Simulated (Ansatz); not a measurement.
C₄H₅ (SMILES [CH2-]C#CC), charge -1, singlet, at a GFN2-xTB geometry (a gas-phase anion, which may not be bound at this level); MP2 on PBE0/def2-SVP (Ansatz, a first-principles code).

Input for Ansatz:
Ansatz 0.2 input:
```yaml
crystal:
  periodic: [false, false, false]
  atoms:
    - {symbol: C, position_ang: [-0.02689703, 0.01898413, 2.00101260]}
    - {symbol: C, position_ang: [-0.00904766, -0.04049079, 0.66114669]}
    - {symbol: C, position_ang: [0.00789498, -0.42450959, -0.53346907]}
    - {symbol: C, position_ang: [0.02444904, 0.23607485, -1.86598431]}
    - {symbol: H, position_ang: [-0.95631018, 0.02398960, 2.57125672]}
    - {symbol: H, position_ang: [0.88696065, 0.03044252, 2.59575182]}
    - {symbol: H, position_ang: [-0.01375398, 1.34661131, -1.85047335]}
    - {symbol: H, position_ang: [0.93433358, -0.04072948, -2.41968026]}
    - {symbol: H, position_ang: [-0.82962597, -0.10066542, -2.47309051]}
basis:
  gaussian:
    orbitals: def2-SVP
hamiltonian:
  xc: pbe0
total_charge: -1
magnetization: {spin_polarized: false}
correlation: {method: mp2}
```

Problem. Predict the main parts of the log of this Ansatz run.

Solution. 
```
Functional definition: PBE0
845 factors; integrals over basis functions are off by at most 1.7e-3 eV
mean field evaluation 1: about -4215.2494 eV, gradient 3.3e1 eV
mean field evaluation 2: about -4215.2448 eV, gradient 3.3e1 eV
mean field evaluation 4: about -4218.1073 eV, gradient 8.5e0 eV
mean field evaluation 8: about -4218.2987 eV, gradient 2.5e-1 eV
mean field evaluation 16: about -4218.2988 eV, gradient 1.3e-5 eV
mean field -4218.29883524 eV, -155.0196229294 hartree, gradient 2.6e-6 eV, S^2 0.000000; 0 other end points of the search recorded, 0 dependent functions left out
4 core orbitals not correlated
reference -4193.70888342 eV, -154.1159588676 hartree; 11, 11 occupied and 66, 66 virtual orbitals, 845 factors
second order -15.39425148 eV of doubles, -0.33419015 eV of singles
Total energy: -4209.43732505 eV, -154.6939684365 hartree
```
